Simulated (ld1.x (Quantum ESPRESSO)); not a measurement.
# u(r) = r·R(r): atom against pseudo-atom (Ni (Z = 28))

Columns: radius, all-electron u(r) and pseudo u(r) of the 4s shell (level -5.04 eV) of nickel in the configuration [Ar] 3d8.5 4s1.5 4p0; PBE, scalar-relativistic, TM scheme, ld1.x (Quantum ESPRESSO) 7.5.

```tsv
r (bohr)	all-electron	pseudo
0.192	-0.1482	-0.0520
0.385	0.1520	-0.0978
0.578	0.2609	-0.1339
0.770	0.1472	-0.1653
0.962	-0.0399	-0.2062
1.155	-0.2219	-0.2747
1.348	-0.3698	-0.3755
1.540	-0.4787	-0.4787
1.732	-0.5531	-0.5531
1.925	-0.5994	-0.5994
2.118	-0.6229	-0.6229
2.310	-0.6289	-0.6289
2.502	-0.6219	-0.6219
2.695	-0.6051	-0.6051
2.888	-0.5814	-0.5814
3.080	-0.5531	-0.5531
3.272	-0.5219	-0.5219
3.465	-0.4889	-0.4889
3.658	-0.4554	-0.4554
3.850	-0.4224	-0.4224
4.043	-0.3900	-0.3900
4.235	-0.3591	-0.3591
4.428	-0.3295	-0.3295
4.620	-0.3017	-0.3017
4.812	-0.2757	-0.2757
5.005	-0.2514	-0.2514
```

How many radial nodes do the two functions have?

The all-electron 4s function has n − l − 1 = 3 (the table is too coarse to show those close to the nucleus); the pseudo-wave has 0, since the states of the same l below it are removed with the core.

At about which radius was the pseudo-wave matched?

1.60 bohr, where the columns begin to agree (steps of 0.19 bohr).

Is the pseudo-wave norm-conserving?

Yes: the TM scheme keeps the norm inside the radius equal to the all-electron one, which fixes the energy derivative of the logarithmic derivative at the level.
